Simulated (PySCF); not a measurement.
**How methods differ on the ionisation energy of Fe(2+)**

Fe(2+) [Ar] 3d6 (5D) → Fe(3+) [Ar] 3d5 (6S), as a difference of total energies. All numbers are calculated (PySCF 2.14, the spin-free X2C one-electron Hamiltonian (Gaussian nucleus), in x2c-TZVPPall). Correlated levels: valence: [Ar] frozen. The calculations carry no spin-orbit coupling.

| method | ionisation energy (eV) |
| --- | --- |
| UHF | 28.308 |
| MP2 (valence) | 29.869 |
| SCS-MP2 (valence) | 30.043 |
| CCSD (valence) | 29.833 |
| CCSD(T) (valence) | 29.873 |

A first-order spin-orbit estimate (lowest level to lowest level, LS coupling) adds 0.053 eV.

Errors of the correlated levels include the incompleteness of this basis and the frozen core.

Which method comes closest to the reference value, and which is furthest?

The reference is 30.651 ± 0.012 eV (measured; NIST Atomic Spectra Database, ionization energies). Closest: SCS-MP2 (valence) (error -0.554 eV); furthest: UHF (error -2.289 eV), both after the spin-orbit estimate.
